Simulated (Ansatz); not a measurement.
One change: `N#[C][GeH]([C]#N)[C]#N` becomes `N#[C][GeH2][C]#N`.

Ansatz, PBE0-D4/def2-TZVP geometries, multiplicity 1. 

Scalar relativity is left out up to krypton.

```tsv
property	`N#[C][GeH]([C]#N)[C]#N`
LUMO energy (B3LYP/def2-TZVPP) / eV	-2.29
LUMO energy (PBE0/def2-TZVPP) / eV	-2.06
size of the dipole moment (ωB97M-V/def2-TZVPP) / D	3.39
HOMO–LUMO gap (PBE/def2-TZVPP) / eV	6.35
LUMO energy (ωB97M-V/def2-TZVPP) / eV	0.04
size of the dipole moment (B3LYP/def2-TZVPP) / D	3.37
```

(1) Give the same properties after the change, and the shifts. (An estimate is asked.)

Answers

(1) The calculation gave: 
```tsv
property	`N#[C][GeH2][C]#N`	shift
LUMO energy (B3LYP/def2-TZVPP) / eV	-1.49	0.80
LUMO energy (PBE0/def2-TZVPP) / eV	-1.26	0.80
size of the dipole moment (ωB97M-V/def2-TZVPP) / D	4.19	0.80
HOMO–LUMO gap (PBE/def2-TZVPP) / eV	6.64	0.29
LUMO energy (ωB97M-V/def2-TZVPP) / eV	0.83	0.79
size of the dipole moment (B3LYP/def2-TZVPP) / D	4.17	0.80
```

With PBE0 the HOMO rises by 0.62 eV and the LUMO rises by 0.80 eV, so the gap widens by about 0.18 eV. PBE moves the HOMO by 0.47 eV and ωB97M-V by 0.66 eV. The zero-point energy changes by -1.3 kJ/mol with -3 modes. Dipoles are sizes alone; their direction can turn.

B3LYP here is the variant with VWN-RPA as its local correlation; programs differ in this.
